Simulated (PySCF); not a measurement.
Species: C4H8AsNSi.
Numbering: `[AsH2:1][SiH2:2][n:3]1[cH:4][cH:5][cH:6][cH:7]1` (hydrogens: H8, H9 on As1; H10, H11 on Si2; H12 on C4; H13 on C5; H14 on C6; H15 on C7)

Geometry (PBE0-D3(BJ)/def2-SVP, Å), atoms numbered from 1 in this order:
```
atom  x, y, z in Å
As1    3.191    0.062   -0.525
Si2    1.662   -0.459    1.206
N3     0.021   -0.059    0.672
C4    -0.817   -0.882   -0.054
C5    -1.917   -0.159   -0.448
C6    -1.749    1.166    0.048
C7    -0.553    1.196    0.724
H8     4.375   -0.072    0.431
H9     3.052    1.554   -0.239
H10    1.687   -1.926    1.465
H11    1.905    0.306    2.463
H12   -0.562   -1.927   -0.224
H13   -2.760   -0.542   -1.021
H14   -2.437    2.001   -0.070
H15   -0.063    2.012    1.252
```

The calculation used PBE0-D3(BJ)/def2-SVP geometry optimisation, gas phase (PySCF).

Take the most abundant isotopes and a rigid rotor. The values belong to one conformer with, in the numbering `[AsH2:1][SiH2:2][n:3]1[cH:4][cH:5][cH:6][cH:7]1`, H–As1–Si2–N3 167° and 74°, As1–Si2–N3–C4 86°.

**Question.** Give the principal moments of inertia and the rotational constants in MHz.

**Answer.** Ia = 144.33, Ib = 744.30, Ic = 768.62 u·Å²; 505379 MHz·u·Å²/I gives A = 3502, B = 679.0, C = 657.5 MHz.

**Question.** What kind of rotor is it?

**Answer.** A near-prolate asymmetric top: κ = (2 × 679.0 − 3502 − 657.5)/(3502 − 657.5) = -0.98.

**Question.** What does the inertial defect say?

**Answer.** Not planar: Δ = Ic − Ia − Ib = -120.01 u·Å². For a rigid frame Δ = −2 Σ m c², so Σ m c² = 60.01 u·Å² lies off the ab plane: 17.81 from hydrogen and 42.20 from heavier atoms. The atom farthest from that plane is 2.13 Å away.

**Question.** Give the other two planar moments, Paa and Pbb, and the rms extents of the mass along the axes.

**Answer.** Paa = Σ m a² = (Ib + Ic − Ia)/2 = 684.29 and Pbb = Σ m b² = (Ia + Ic − Ib)/2 = 84.32 u·Å². With the mass M = 172.96 u, the rms extents √(P/M) along a, b and c are 1.99, 0.70, 0.59 Å.

**Question.** Where do the levels up to J = 4 lie, in K?

**Answer.** Above 0(0,0), as E/k:
J = 1: 1(0,1) 0.064, 1(1,1) 0.200, 1(1,0) 0.201
J = 2: 2(0,2) 0.192, 2(1,2) 0.327, 2(1,1) 0.330, 2(2,1) 0.736, 2(2,0) 0.736
J = 3: 3(0,3) 0.385, 3(1,3) 0.518, 3(1,2) 0.524, 3(2,2) 0.929, 3(2,1) 0.929, 3(3,1) 1.609, 3(3,0) 1.609
J = 4: 4(0,4) 0.641, 4(1,4) 0.772, 4(1,3) 0.783, 4(2,3) 1.185, 4(2,2) 1.185, 4(3,2) 1.865, 4(3,1) 1.865, 4(4,1) 2.817, 4(4,0) 2.817
The levels of one J sum to (2J + 1)J(J + 1)(A + B + C)/3.

**Question.** Predict some low-J microwave lines.

**Answer.** The dipole components are |μa| = 1.22 D, |μb| = 0.86 D, |μc| = 0.42 D. Intensities carry the squares of the components, which stand as 1.00 : 0.50 : 0.12 (a : b : c). Some lines, for components of 0.1 D or more:

```
type  branch         J(Ka,Kc)    MHz  lower level (cm⁻¹)
   c       Q  1(1,1) ← 1(0,1)   2823               0.045
   b       Q  3(1,2) ← 3(0,3)   2898               0.267
   a       R  3(2,2) ← 2(2,1)   4010               0.512
   a       R  4(0,4) ← 3(0,3)   5345               0.267
   c       Q  2(2,1) ← 2(1,1)   8468               0.229
   b       R  4(2,3) ← 3(1,2)  13781               0.364
   c       R  3(3,0) ← 2(2,0)  18176               0.512
   b       R  3(3,0) ← 2(2,1)  18176               0.512
   c       R  4(3,2) ← 3(2,2)  19513               0.646
   b       R  4(4,0) ← 3(3,1)  25179               1.118
```

Whether it is a minimum is left open (no frequencies). No vibrational averaging or centrifugal distortion is included, and the geometry carries the error of its method. Quadrupole hyperfine structure (14N, 75As) is left out.
